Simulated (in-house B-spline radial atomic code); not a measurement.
Orbital energies and mean radii along the 25-electron series, configuration 1s2 2s2 2p6 3s2 3p6 3d3/2(4) 3d5/2(3). The effective charge is n√(-2ε), a non-relativistic measure. Computed with an all-electron radial atomic-structure program (B-spline basis): Dirac-Hartree-Fock, jj configuration that fills j = l - 1/2 first, finite nuclei.

| ion | Z | energy of 2s1/2 (Eh) | mean radius of 2s1/2 (bohr) | energy of 2p3/2 (Eh) | mean radius of 2p3/2 (bohr) | energy of 3d3/2 (Eh) | mean radius of 3d3/2 (bohr) | energy of 3s1/2 (Eh) | mean radius of 3s1/2 (bohr) | effective charge of 2s1/2 |
| --- | --- | --- | --- | --- | --- | --- | --- | --- | --- | --- |
| Rh20+ | 45 | -151.25 | 0.14085 | -136.09 | 0.12465 | -34.299 | 0.3404 | -45.407 | 0.37479 | 34.785 |
| Pd21+ | 46 | -160.39 | 0.13728 | -144.37 | 0.12158 | -37.225 | 0.32912 | -48.81 | 0.36386 | 35.82 |
| Ag22+ | 47 | -169.82 | 0.13386 | -152.91 | 0.11866 | -40.265 | 0.31858 | -52.339 | 0.35351 | 36.859 |
| Cd23+ | 48 | -179.56 | 0.13059 | -161.71 | 0.11586 | -43.42 | 0.30869 | -55.995 | 0.34369 | 37.901 |
| In24+ | 49 | -189.61 | 0.12745 | -170.76 | 0.1132 | -46.689 | 0.29941 | -59.779 | 0.33437 | 38.947 |
| Sn25+ | 50 | ? | ? | ? | ? | ? | ? | ? | ? | ? |
| Sb26+ | 51 | ? | ? | ? | ? | ? | ? | ? | ? | ? |
| Te27+ | 52 | -221.62 | 0.11878 | -199.46 | 0.10586 | -57.183 | 0.27463 | -71.905 | 0.30899 | 42.106 |
| I28+ | 53 | -232.92 | 0.11611 | -209.53 | 0.10361 | -60.911 | 0.26725 | -76.208 | 0.3013 | 43.167 |
| Xe29+ | 54 | -244.54 | 0.11354 | -219.86 | 0.10145 | -64.754 | 0.26026 | -80.644 | 0.29395 | 44.231 |
| Cs30+ | 55 | -256.49 | 0.11107 | -230.45 | 0.09938 | -68.712 | 0.25361 | -85.214 | 0.28691 | 45.298 |
| Ba31+ | 56 | ? | ? | ? | ? | ? | ? | ? | ? | ? |
| La32+ | 57 | -281.38 | 0.10638 | -252.4 | 0.095469 | -76.974 | 0.24129 | -94.758 | 0.27371 | 47.445 |
| Ce33+ | 58 | -294.33 | 0.10415 | -263.76 | 0.093622 | -81.279 | 0.23555 | -99.735 | 0.26751 | 48.524 |
| Pr34+ | 59 | -307.62 | 0.10201 | -275.38 | 0.091842 | -85.7 | 0.23008 | -104.85 | 0.26155 | 49.608 |
| Nd35+ | 60 | -321.25 | 0.099927 | -287.26 | 0.090125 | -90.237 | 0.22485 | -110.1 | 0.25582 | 50.695 |
| Pm36+ | 61 | -335.23 | 0.097917 | -299.39 | 0.088469 | -94.89 | 0.21985 | -115.5 | 0.2503 | 51.787 |
| Sm37+ | 62 | -349.57 | 0.09597 | -311.79 | 0.086869 | -99.66 | 0.21505 | -121.04 | 0.24499 | 52.882 |
| Eu38+ | 63 | -364.26 | 0.094083 | -324.44 | 0.085323 | -104.55 | 0.21046 | -126.72 | 0.23987 | 53.983 |

(1) Fill in the row of Sn25+.

(2) Fill in the row of Sb26+.

(3) Fill in the row of Ba31+.

(4) How does the screening of 2s1/2 change?

Results:

(1) energy of 2s1/2 (Eh): -199.97; mean radius of 2s1/2 (bohr): 0.12444; energy of 2p3/2 (Eh): -180.07; mean radius of 2p3/2 (bohr): 0.11064; energy of 3d3/2 (Eh): -50.072; mean radius of 3d3/2 (bohr): 0.29066; energy of 3s1/2 (Eh): -63.691; mean radius of 3s1/2 (bohr): 0.3255; effective charge of 2s1/2: 39.997.

(2) energy of 2s1/2 (Eh): -210.64; mean radius of 2s1/2 (bohr): 0.12155; energy of 2p3/2 (Eh): -189.64; mean radius of 2p3/2 (bohr): 0.1082; energy of 3d3/2 (Eh): -53.571; mean radius of 3d3/2 (bohr): 0.28242; energy of 3s1/2 (Eh): -67.733; mean radius of 3s1/2 (bohr): 0.31705; effective charge of 2s1/2: 41.05.

(3) energy of 2s1/2 (Eh): -268.77; mean radius of 2s1/2 (bohr): 0.10868; energy of 2p3/2 (Eh): -241.3; mean radius of 2p3/2 (bohr): 0.097387; energy of 3d3/2 (Eh): -72.785; mean radius of 3d3/2 (bohr): 0.2473; energy of 3s1/2 (Eh): -89.918; mean radius of 3s1/2 (bohr): 0.28018; effective charge of 2s1/2: 46.37.

(4) Z less the effective charge goes from 10.21 at Z = 45 to 9.02 at Z = 63.
